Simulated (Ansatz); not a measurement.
Consider the alkene loss: `CC(C)OB(O)Cl` → `OB(O)Cl` + `C=CC`.

Calculated with Ansatz (gas phase, PBE0-D4/def2-TZVP geometries, no zero-point term in ΔE). CCSD(T)/CBS is the MP2 limit (def2-TZVPP, def2-QZVPP) plus CCSD(T) − MP2 in def2-TZVPP, frozen cores. DFT in def2-TZVPP. One conformer a species, not always the lowest.

**Question.** Is it downhill or uphill in electronic energy at CCSD(T)/CBS, and by how much? (An estimate is asked.)

**Answer.** The calculation gave: Uphill: ΔE = +17.2 kcal/mol.

**Question.** What do these levels give: r2SCAN-D4, PBE0-D4, ωB97M-V, B2PLYP, r2SCAN, HF/CBS(def2)? (Estimate.)

**Answer.** Ansatz gave: r2SCAN-D4 19.0, PBE0-D4 20.2, ωB97M-V 18.4, B2PLYP 14.7, r2SCAN 18.0, HF/CBS(def2) 11.3 kcal/mol.

Largest T1 diagnostic among the species: 0.011.

In def2-TZVPP, CCSD(T) changes the Hartree–Fock value by +5.9 kcal/mol (the triples alone add +0.5 kcal/mol) and MP2 by +7.2 kcal/mol. The D4 term adds +4.4 kcal/mol with B3LYP and +2.5 kcal/mol with PBE0; it sums over pairs of atoms, weighted by their polarisabilities, and B3LYP, whose exchange is more repulsive, gets the larger term. From PBE to PBE0 (25 % exact exchange), in def2-TZVPP and without D4, ΔE moves by +2.4 kcal/mol.

B3LYP here is the variant with VWN-RPA as its local correlation; programs differ in this.
